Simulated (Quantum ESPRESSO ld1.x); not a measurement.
The numbers below are computed, except where a source is named.
Problem. Coherent X-ray form factor from a spherical all-electron density. Code: ld1.x of Quantum ESPRESSO 7.5. Model: scalar-relativistic Kohn-Sham, LDA (Slater exchange, Perdew-Wang correlation), spin-polarised, spherical densities, point nucleus.

sin(theta)/lambda (1/angstrom),f0 (electrons)
0.05,67.763
0.1,64.912
0.15,61.588
0.2,58.148
0.25,54.663
0.3,51.233
0.4,44.928
0.5,39.595
0.6,35.128
0.8,28.090
1,23.021
1.25,18.870
1.5,16.286
2,12.784

The species is in the configuration that NIST lists as its ground one. Which atom or ion scatters so?

Solution. Neutral thulium, [Xe] 4f13 6s2. Extrapolating in s^2 from the first two rows gives f0(0) = 68.7, near the electron count 69; among species with that count, the fall with angle is slower the higher Z, and the table is that of Z = 69; from so few rows the species is fixed only to a neighbour or two.
